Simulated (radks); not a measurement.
Results of a calculation; reference values are marked as such.
All-electron atom: Sr11+ in [Ar] 3d9. Level of theory: scalar-relativistic Kohn-Sham, LB94 model potential, spin-polarised, spherical densities, finite nucleus; open shells are filled with parallel spins first (spin-orbit coupling, left out, can overturn this in heavy ions); Fermi nuclear charge, rms radius 4.224 fm (a radial shooting solver on a logarithmic mesh with Libxc functionals). Some entries of the table are withheld. Estimate them.

orbital,occ.,eigenvalue (eV),r(max) (bohr),<1/r> (bohr^-1)
1s down,1,-16287.48,0.02553,39.04
1s up,1,-16287.45,0.02553,39.04
2s down,1,-2426.788,0.1450,8.723
2s up,1,-2426.753,0.1450,8.721
2p down,3,-2188.340,0.1158,8.535
2p up,3,-2188.246,0.1158,8.534
3s up,1,-570.0103,0.4330,2.953
3s down,1,-568.3055,0.4331,2.950
3p up,3,-492.4826,0.4265,2.817
3p down,3,-490.7966,0.4267,2.814
3d up,5,-364.8921,0.3665,2.608
3d down,4,-363.3192,0.3665,2.607
4s up,0,-231.1524,1.040,1.276
4s down,0,-230.5794,1.042,1.274
4p up,0,(1),1.090,1.204
4p down,0,(2),1.092,1.202

Answer. 
(1) 4p up eigenvalue (eV): -206.0781
(2) 4p down eigenvalue (eV): -205.5474
